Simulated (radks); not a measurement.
Pd0.5+, configuration [Kr] 4d(up 5, down 4.5) (fractional occupations, a model configuration).

Calculated with a radial shooting solver on a logarithmic mesh with Libxc functionals: scalar-relativistic Kohn-Sham, LDA (Slater exchange, Perdew-Wang correlation), spin-polarised, spherical densities, point nucleus.

Energy parts (eV):
| part | energy |
|---|---|
| total | -137172.884 |
| kinetic | 142244.520 |
| electron-nucleus | -331364.573 |
| Hartree | 55727.912 |
| exchange-correlation | -3780.743 |

Orbitals (lengths in bohr, moments of r in powers of bohr; r(max) is where P^2 peaks):
| orbital | occ. | eigenvalue (eV) | r(max) |
|---|---|---|---|
| 1s up | 1 | -24141.05 | 0.02068 |
| 1s down | 1 | -24141.05 | 0.02068 |
| 2s up | 1 | -3530.068 | 0.1169 |
| 2s down | 1 | -3529.990 | 0.1169 |
| 2p up | 3 | -3167.575 | 0.09341 |
| 2p down | 3 | -3167.514 | 0.09341 |
| 3s up | 1 | -640.3055 | 0.3422 |
| 3s down | 1 | -640.2512 | 0.3422 |
| 3p up | 3 | -521.1587 | 0.3352 |
| 3p down | 3 | -521.0997 | 0.3352 |
| 3d up | 5 | -331.3032 | 0.2819 |
| 3d down | 5 | -331.2250 | 0.2819 |
| 4s up | 1 | -90.9005 | 0.8500 |
| 4s down | 1 | -90.5914 | 0.8498 |
| 4p up | 3 | -56.8004 | 0.9085 |
| 4p down | 3 | -56.4832 | 0.9083 |
| 4d up | 5 | -9.4229 | 1.095 |
| 4d down | 4.5 | -9.1356 | 1.095 |

The highest occupied level is 4d down at -9.136 eV. Spin moment in Bohr magnetons: 0.5.
